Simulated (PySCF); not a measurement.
Species: C6H11As.
SMILES with atom numbers: `[CH3:1][C:2]#[C:3][C@@H:4]([CH3:5])[AsH:6][CH3:7]` (hydrogens: H8, H9, H10 on C1; H11 on C4; H12, H13, H14 on C5; H15 on As6; H16, H17, H18 on C7)

Structure used (PBE0-D3(BJ)/def2-SVP), in Å, numbered top down from 1:
```
atom  x, y, z in Å
C1    -2.9830    1.2225    0.3235
C2    -1.7664    0.4617    0.0893
C3    -0.7546   -0.1804   -0.1054
C4     0.4763   -0.9090   -0.3581
C5     0.4229   -1.7514   -1.6317
As6    1.9731    0.4238   -0.4739
C7     1.9034    1.0307    1.3938
H8    -3.7485    0.6114    0.8272
H9    -2.7885    2.1024    0.9571
H10   -3.4139    1.5848   -0.6231
H11    0.6966   -1.5552    0.5081
H12    0.2347   -1.1198   -2.5127
H13   -0.3857   -2.4962   -1.5720
H14    1.3712   -2.2881   -1.7876
H15    3.0659   -0.6253   -0.2468
H16    1.8863    0.1934    2.1051
H17    2.7754    1.6675    1.6007
H18    0.9916    1.6311    1.5223
```

Computed with PySCF 2.14.0, density-fitted response routines, TDDFT PBE0/def2-SVPD, vertical, gas phase, core orbitals frozen in the response. The PBE0/def2-SVPD calculation is non-relativistic and has no spin–orbit coupling, an omission that weighs most on arsenic.

Broadening: Gaussians 0.5 eV wide at half height, area fixed by f = 4.319×10⁻⁹ ∫ε dν̃. The cross-section is σ = 3.8235×10⁻²¹ ε cm², given in Mb (10⁻¹⁸ cm²). The width is an assumption, not a result. The curve ends short of the highest state used, and states not computed would add to its high-energy end.

```csv
λ (nm),σ (Mb)
193.3,22.44
194.8,19.86
196.3,18.09
197.7,17.18
199.2,16.96
200.7,17.42
202.1,18.37
203.6,19.76
205.1,21.33
206.5,22.74
208.0,23.96
209.5,24.67
210.9,24.75
212.4,24.14
213.9,22.84
215.3,21.09
216.8,18.80
218.3,16.27
219.7,13.83
221.2,11.31
222.7,9.00
224.2,6.96
225.6,5.36
227.1,3.95
228.6,2.84
230.0,2.05
231.5,1.41
233.0,0.95
234.4,0.65
235.9,0.42
237.4,0.27
238.8,0.17
240.3,0.11
241.8,0.06
243.2,0.04
244.7,0.02
```

Q: Locate the maxima and give the states behind the curve.

A: 210 nm (5.89 eV), ε about 6500, made up of S1 (19%) and S2 (72%) (ε in L mol⁻¹ cm⁻¹; maxima over ε = 5, shares over 10%). At its high-energy end, 6.41 eV, the curve is still rising (ε about 5800, from S4, S7, S8 and S9). The states used: S1 5.82 eV (f 0.025); S2 5.87 eV (f 0.086); S3 6.17 eV (f 0.018); S4 6.34 eV (f 0.020); S5 6.36 eV (f 0.0071); S6 6.47 eV (f 0.0033); S7 6.61 eV (f 0.034); S8 6.72 eV (f 0.086); S9 6.76 eV (f 0.045); S10 7.01 eV (f 0.102).

Q: Coming from long wavelengths, where does ε first pass 100 L mol⁻¹ cm⁻¹?

A: At about 236 nm (5.25 eV), 0.57 eV below S1.

Q: On this curve, what absorbance would a 10⁻⁴ mol/L sample give at 222 nm over a 1 cm path?

A: 222 nm is 5.585 eV, where ε is about 2600 L mol⁻¹ cm⁻¹, so A = ε c l ≈ 0.26 (Beer–Lambert, with the gas-phase spectrum and the assumed width).

Q: What would ε be at 5.89 eV, the highest of these maxima, with half the width (0.25 eV)?

A: About 11400 L mol⁻¹ cm⁻¹ against 6480, a factor of about 1.8; a lone state at its own centre would give exactly 2.

All these states lie below the vertical ionisation energy of 8.38 eV (ΔSCF).

One conformer stands for the species.
